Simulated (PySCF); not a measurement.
C₂H₇Ga, SMILES C[CH2][GaH2]. Coordinates come from a PBE-D3(BJ)/def2-SVP optimisation. The structure was generated by enumeration; whether it is a known compound was not checked.

Computed equilibrium geometry at PBE-D3(BJ)/def2-SVP (PySCF confirms it by a frequency run) as bond lengths and angles, and its point group:
point group Cs.
Atoms: Ga1 H2 H3 C4 C5 H6 H7 H8 H9 H10. Bond lengths (Å): Ga1–H2 1.588, Ga1–H3 1.589, Ga1–C4 1.988, C4–C5 1.532, C4–H6 1.114, C4–H7 1.114, C5–H8 1.110, C5–H9 1.110, C5–H10 1.111. Angles (°): H2–Ga1–H3 119.2, H2–Ga1–C4 120.0, H3–Ga1–C4 120.7, Ga1–C4–C5 116.5, Ga1–C4–H6 106.3, Ga1–C4–H7 106.3, C5–C4–H6 111.3, C5–C4–H7 111.3, H6–C4–H7 104.2, C4–C5–H8 111.8, C4–C5–H9 111.8, C4–C5–H10 112.2, H8–C5–H9 106.6, H8–C5–H10 107.0, H9–C5–H10 107.0.
